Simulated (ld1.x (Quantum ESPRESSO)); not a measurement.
**Os (Z = 76), PAW: configuration errors across variants**

* Element: Os (Z = 76)
* Generator: ld1.x (Quantum ESPRESSO) 7.5
* Type: PAW
* Functional: PBE
* Relativity: scalar-relativistic
* Frozen core: [Xe] 4f14
* Valence charge: 8
* Reference configuration: 5d6 6s2 6p0
* Partial waves: 6s (bound): rcut 2.25, rcutus 3.05 bohr; 6s channel at 0.05 Ry: rcut 2.25, rcutus 3.05 bohr; 6p (bound, empty): rcut 2.85, rcutus 3.35 bohr; 6p channel at 0.8 Ry: rcut 2.85, rcutus 3.35 bohr; 5d (bound): rcut 2.20, rcutus 2.75 bohr; 5d channel at 0.35 Ry: rcut 2.20, rcutus 2.75 bohr
* Local potential: all-electron potential smoothed inside 2.20 bohr (lloc = -1)
* Core correction: Bessel-smoothed model core inside 1.90 bohr
* Augmentation charge: BG, radius 1.60 bohr

All-electron excitation energies from the reference (eV): (1) 5d6 6s1 6p0 9.577; (2) 5d6 6s0 6p0 26.491; (3) 5d6 6s0 6p2 10.454; (4) 5d5 6s2 6p1 6.105; (5) 5d6.5 6s1.5 6p0 0.054.

Tests that are not counted but printed errors over 1 eV. “base”: 5d5 6s0 6p0 (solver errors, printed error -187 eV); 5d5 6s2 6p0 (solver errors, printed error -274 eV). “waves 6p (bound): rcut 2.85, rcutus 4.06 bohr; 6p channel at 0.8 Ry: rcut 2.85, rcutus 4.06 bohr”: 5d5 6s0 6p0 (solver errors, printed error -187 eV); 5d5 6s2 6p0 (solver errors, printed error -274 eV).

1 further variants failed, have other tests or another functional or relativity, and are left out.

Errors AE − PS in meV (a dash: test not solved or not reliable):

```csv
change,(1),(2),(3),(4),(5),bound ghosts
base,+178,+43,+18,-524,+281,none
type TM; waves now 6p (bound): rc 3.35 bohr; 5d (bound): rc 2.75 bohr; 6s (bound): rc 3.05 bohr; local potential the s channel,-7.7,-54,-26,-49,-8.0,none
"waves 6p (bound): rcut 2.85, rcutus 4.06 bohr; 6p channel at 0.8 Ry: rcut 2.85, rcutus 4.06 bohr",+178,+43,+9.6,-519,+281,none
"waves 5d (bound): rcut 2.20, rcutus 3.48 bohr; 5d channel at 0.35 Ry: rcut 2.20, rcutus 3.48 bohr",+215,-6.1,+9.6,–,–,none
"wave 5d channel at 0.35 Ry: rcut 2.20, rcutus 2.75 bohr becomes 5d channel at -0.01 Ry: rcut 2.20, rcutus 2.75 bohr",+188,+38,+18,–,–,none
```

Question: Give the same row for: core correction Bessel-smoothed model core inside 3.30 bohr.

Answer: +174, +64, +29, -486, +259; bound ghosts: none. Not counted: 5d5 6s0 6p0 (solver errors, printed error -187 eV).
